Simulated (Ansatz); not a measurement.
```xyz
4

B     0.0136   -0.0481   -0.0022
F     1.2932    0.0440   -0.0166
F    -0.6680    1.1296   -0.0481
F    -0.6646   -1.1204    0.0469
```

Basis set: 6-31G (spherical functions). Correlated methods keep 4 orbitals frozen. Charge 0, multiplicity 1.

Computed with Ansatz (development build ahead of 0.2.0); each method stands on the lowest determinant of its kind that the runs found. Restricted open shells among the atoms or ions are ROHF, correlated in semicanonical orbitals with singles.

The atomization energy at this shape (free ground-state atoms in the same class of orbitals less the molecule, no zero-point energy) of singlet BF₃:

| method | atomization energy |
| --- | --- |
| RHF-MP2 | 17.16 eV |

Problem. What does RHF give?

Solution. 12.99 eV.

This basis has no polarisation functions and is too small for such energies, which can lie far from measured ones in either direction.
